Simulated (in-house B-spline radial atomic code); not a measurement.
**Cs IX (Cs8+): [Kr] 4d10 9s1 (an excited or competing configuration)**

Method: Dirac-Hartree-Fock, average of configuration, Fermi nucleus of rms radius 4.8041 fm. Calculated with a radial B-spline atomic code at the basis-set limit.

Effective charges: Z_r = [3n² - l(l+1)]/(2<r>) from the radius, Z_e = n√(-2ε) from the energy, and Slater's rules. Values are occupation-weighted means over j. An effective charge above Z reflects the relativistic contraction of the inner shells.

```tsv
shell	electrons	ε (eV)	<r> (bohr)	Z_r	Z_e	Slater
1s	2	-36316	0.0261	57.46	51.66	54.70
2s	2	-5903.5	0.1115	53.79	41.66	50.85
2p	6	-5310.6	0.09802	51.01	39.51	50.85
3s	2	-1368.6	0.2972	45.42	30.09	43.75
3p	6	-1172.1	0.2953	42.33	27.85	43.75
3d	10	-879.84	0.2725	38.54	24.12	33.85
4s	2	-373.15	0.693	34.63	20.95	27.25
4p	6	-307.36	0.7331	31.37	19.01	27.25
4d	10	-207.16	0.813	25.83	15.61	15.85
9s	1	-22.171	8.31	14.62	11.49	9.00
```

The least bound orbital is 9s1/2 at -22.17 eV, and it is also the most diffuse (<r> = 8.31 bohr).

Spin-orbit splittings of the orbital energies (j = l + 1/2 above j = l - 1/2 when positive): 2p 353.6 eV, 3p 69.55 eV, 3d 14.55 eV, 4p 14.49 eV, 4d 2.488 eV.

For the 1s electron the small component carries 4.12 % of the norm, the zero-frequency Breit interaction raises the level by 92.12 eV, self-energy by 53.23 eV, and vacuum polarisation lowers it by 7.574 eV.
